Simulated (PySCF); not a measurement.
Members of one series of related molecules.

All values: CAM-B3LYP/def2-SVPD (PySCF) at GFN2-xTB geometries, gas phase, one conformer each. Core orbitals are frozen in the response; Δα² is half the sum of the squared differences of the principal polarisabilities.

Question: Rank by dipole moment, lowest first.
A. `[F:1]/[C:2]([SiH3:3])=[P:4]\[c:5]1[cH:6][cH:7][s:8][cH:9]1` with C2–P4–C5–C6 95°
B. `[CH3:1]/[C:2]([F:3])=[P:4]/[c:5]1[cH:6][cH:7][s:8][cH:9]1` with C2–P4–C5–C6 -143°
C. `[CH3:1][O:2][CH2:3][CH2:4]/[P:5]=[C:6](\[CH3:7])[F:8]` with C1–O2–C3–C4 -71°, O2–C3–C4–P5 -35°, C3–C4–P5–C6 -78°
D. `[CH3:1][S:2][CH2:3]/[P:4]=[C:5](\[CH3:6])[F:7]` with C1–S2–C3–P4 -64°, S2–C3–P4–C5 -74°
E. `[CH3:1][O:2][CH2:3]/[P:4]=[C:5](\[CH3:6])[F:7]` with C1–O2–C3–P4 -69°, O2–C3–P4–C5 -62°

Answer: A (0.44 D), B (0.75 D), D (1.57 D), E (2.04 D), C (3.38 D).

Question: Rank by HOMO–LUMO gap, highest first.
A. `C/C(F)=P/c1ccsc1`
B. `F/C([SiH3])=P\c1ccsc1`
C. `COC/P=C(\C)F`

Answer: C (7.73 eV), B (7.44 eV), A (7.21 eV).

Question: Rank by polarisability anisotropy Δα, lowest first.
A. `[CH3:1][O:2][CH2:3][CH2:4]/[P:5]=[C:6](\[CH3:7])[F:8]` with C1–O2–C3–C4 -71°, O2–C3–C4–P5 -35°, C3–C4–P5–C6 -78°
B. `[CH3:1]/[C:2]([F:3])=[P:4]/[c:5]1[cH:6][cH:7][s:8][cH:9]1` with C2–P4–C5–C6 -143°
C. `[CH3:1][O:2][CH2:3]/[P:4]=[C:5](\[CH3:6])[F:7]` with C1–O2–C3–P4 -69°, O2–C3–P4–C5 -62°
D. `[F:1]/[C:2]([SiH3:3])=[P:4]\[c:5]1[cH:6][cH:7][s:8][cH:9]1` with C2–P4–C5–C6 95°
E. `[CH3:1][S:2][CH2:3]/[P:4]=[C:5](\[CH3:6])[F:7]` with C1–S2–C3–P4 -64°, S2–C3–P4–C5 -74°

Answer: C (4.22 Å³), E (4.79 Å³), A (5.12 Å³), D (10.68 Å³), B (11.06 Å³).

All values together:

```tsv
SMILES	change	formula	μ (D)	HOMO (eV)	LUMO (eV)	α (Å³)	Δα (Å³)	electrons	α per electron (Å³)
C/C(F)=P/c1ccsc1	parent	C6H6FPS	0.75	-7.69	-0.48	17.29	11.06	82	0.211
F/C([SiH3])=P\c1ccsc1	CH3 replaced by SiH3	C5H6FPSSi	0.44	-8.25	-0.81	19.39	10.68	90	0.215
C=CC/P=C(/C)F	3-thienyl replaced by allyl	C5H8FP	0.69	-8.04	-0.24	13.19	4.98	62	0.213
CSC/P=C(\C)F	3-thienyl replaced by CH2SCH3	C4H8FPS	1.57	-7.69	-0.49	14.37	4.79	72	0.200
COC/P=C(\C)F	3-thienyl replaced by CH2OCH3	C4H8FOP	2.04	-8.18	-0.46	12.14	4.22	64	0.190
COCC/P=C(\C)F	3-thienyl replaced by C2H4OCH3	C5H10FOP	3.38	-7.90	-0.09	13.76	5.12	72	0.191
```

Conformers: `[CH3:1]/[C:2]([F:3])=[P:4]/[c:5]1[cH:6][cH:7][s:8][cH:9]1` with C2–P4–C5–C6 -143°; `[F:1]/[C:2]([SiH3:3])=[P:4]\[c:5]1[cH:6][cH:7][s:8][cH:9]1` with C2–P4–C5–C6 95°; `[CH2:1]=[CH:2][CH2:3]/[P:4]=[C:5](/[CH3:6])[F:7]` with C1–C2–C3–P4 -114°, C2–C3–P4–C5 79°; `[CH3:1][S:2][CH2:3]/[P:4]=[C:5](\[CH3:6])[F:7]` with C1–S2–C3–P4 -64°, S2–C3–P4–C5 -74°; `[CH3:1][O:2][CH2:3]/[P:4]=[C:5](\[CH3:6])[F:7]` with C1–O2–C3–P4 -69°, O2–C3–P4–C5 -62°; `[CH3:1][O:2][CH2:3][CH2:4]/[P:5]=[C:6](\[CH3:7])[F:8]` with C1–O2–C3–C4 -71°, O2–C3–C4–P5 -35°, C3–C4–P5–C6 -78°.

Give the shifts from the parent, `C/C(F)=P/c1ccsc1`.

```json
{"SMILES": "F/C([SiH3])=P\\c1ccsc1", "change in μ (D)": "-0.31", "change in HOMO (eV)": "-0.56", "change in LUMO (eV)": "-0.33", "change in mean α (Å³)": "+2.10"}
{"SMILES": "C=CC/P=C(/C)F", "change in μ (D)": "-0.06", "change in HOMO (eV)": "-0.35", "change in LUMO (eV)": "+0.24", "change in mean α (Å³)": "-4.10"}
{"SMILES": "CSC/P=C(\\C)F", "change in μ (D)": "+0.82", "change in HOMO (eV)": "0.00", "change in LUMO (eV)": "-0.01", "change in mean α (Å³)": "-2.92"}
{"SMILES": "COC/P=C(\\C)F", "change in μ (D)": "+1.29", "change in HOMO (eV)": "-0.49", "change in LUMO (eV)": "+0.02", "change in mean α (Å³)": "-5.15"}
{"SMILES": "COCC/P=C(\\C)F", "change in μ (D)": "+2.63", "change in HOMO (eV)": "-0.21", "change in LUMO (eV)": "+0.39", "change in mean α (Å³)": "-3.53"}
```

How closely does the mean polarisability follow the number of electrons in this set?

The correlation coefficient is 0.97; α per electron runs from 0.190 to 0.215 Å³.
